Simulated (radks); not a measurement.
Species: the barium ion Ba2+. Configuration: [Xe].

Method: Dirac Kohn-Sham, PBE, spin-unpolarised, spherical densities, point nucleus; computed with a radial shooting solver on a logarithmic mesh with Libxc functionals.

Energy parts (eV):
| part | energy |
|---|---|
| total | -221467.02 |
| kinetic | 236435.17 |
| electron-nucleus | -537948.98 |
| Hartree | 85432.58 |
| exchange-correlation | -5385.79 |

Orbitals (lengths in bohr, moments of r in powers of bohr):
| orbital | occ. | eigenvalue (eV) | <r^2> |
|---|---|---|---|
| 1s1/2 | 2 | -37242.42 | 0.0008883 |
| 2s1/2 | 2 | -5894.765 | 0.01415 |
| 2p1/2 | 2 | -5553.153 | 0.01041 |
| 2p3/2 | 4 | -5171.409 | 0.01168 |
| 3s1/2 | 2 | -1254.203 | 0.09731 |
| 3p1/2 | 2 | -1110.896 | 0.09212 |
| 3p3/2 | 4 | -1037.106 | 0.09985 |
| 3d3/2 | 4 | -785.8216 | 0.08261 |
| 3d5/2 | 6 | -770.0932 | 0.08482 |
| 4s1/2 | 2 | -256.1106 | 0.5125 |
| 4p1/2 | 2 | -204.0227 | 0.5525 |
| 4p3/2 | 4 | -188.6415 | 0.5963 |
| 4d3/2 | 4 | -103.5979 | 0.7335 |
| 4d5/2 | 6 | -100.9828 | 0.7519 |
| 5s1/2 | 2 | -45.9341 | 2.994 |
| 5p1/2 | 2 | -32.3613 | 3.834 |
| 5p3/2 | 4 | -30.2433 | 4.165 |

The highest occupied level is 5p3/2 at -30.243 eV. Summed over all electrons, <r^2> = 43.99 bohr^2, which gives a Langevin (diamagnetic) susceptibility term of -34.8 x 10^-6 cm^3/mol.
